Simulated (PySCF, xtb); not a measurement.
CHI₂, multiplicity 2. Atoms are numbered in the order given.

```xyz
4

I     -0.0019     0.0698    -1.8212
C      0.0657    -0.9044     0.0000
I     -0.0019     0.0698     1.8212
H     -0.1884    -1.9679     0.0000
```
Charge 0, spin multiplicity 2.

Geometry optimised at r2SCAN-D4/def2-SVP. The isomer is the one that the SMILES or the coordinates give; other isomers of the formula were not compared. The def2 effective core potentials stand for the cores of I; spin–orbit coupling is left out.

Calculation: PySCF with IEF-PCM-PBE0/def2-SVP.

The values are the electrostatic part of the solvation free energy, E(continuum) − E(gas) at the gas-phase geometry, in a cavity of scaled van der Waals radii (PySCF's table); cavitation and dispersion terms are not included. The dipole moment in vacuum is 0.43 D.

Estimate the values in water (ε = 78.36), 1-octanol (ε = 9.86), chlorobenzene (ε = 5.70). (Estimate from the structure and the level; the computed values follow.)


| solvent | ε | ΔG(elec) (kcal/mol) | dipole (D) |
|---|---|---|---|
| water | 78.36 | -2.0 | 0.62 |
| 1-octanol | 9.86 | -1.7 | 0.58 |
| chlorobenzene | 5.70 | -1.5 | 0.56 |

For comparison, GFN2-xTB/ALPB(water) (xtb, at the GFN2-xTB geometry, all terms of that model) gives -2.4 kcal/mol.
